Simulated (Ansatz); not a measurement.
Mulliken charges of `CN[SiH2]Cl` from B3LYP/def2-TZVPP in Ansatz (PBE0-D4/def2-TZVP geometry).

| atom | x (Å) | y (Å) | z (Å) | charge (e) |
| --- | --- | --- | --- | --- |
| C1 | -0.293 | 1.251 | 0.588 | -0.179 |
| N2 | -0.412 | 0.266 | -0.469 | -0.306 |
| Si3 | 0.509 | -1.157 | -0.546 | 0.486 |
| Cl4 | 0.055 | -2.568 | 0.906 | -0.283 |
| H5 | -0.958 | 1.053 | 1.436 | 0.108 |
| H6 | -0.503 | 2.254 | 0.210 | 0.099 |
| H7 | 0.732 | 1.255 | 0.967 | 0.091 |
| H8 | -1.312 | 0.267 | -0.923 | 0.124 |
| H9 | 0.251 | -1.803 | -1.851 | -0.068 |
| H10 | 1.931 | -0.818 | -0.318 | -0.071 |

Question: By hand: the dipole of these point charges (1 e Å = 4.8032 D).

Answer: Σ q r = (0.007, 0.524, -0.186) e Å, of length 0.556 e Å = 2.67 D.

Question: How does the dipole of the full density compare? (Estimate.)

Answer: Ansatz gave: (-0.150, 0.411, -0.134) e Å, 2.20 D; the point charges give 1.21 times that, at 20° from its direction.

Point charges leave out the atoms' own dipoles, such as those of lone pairs, and Mulliken's split depends on the basis, so the two needn't agree.

B3LYP here is the variant with VWN-RPA as its local correlation; programs differ in this.
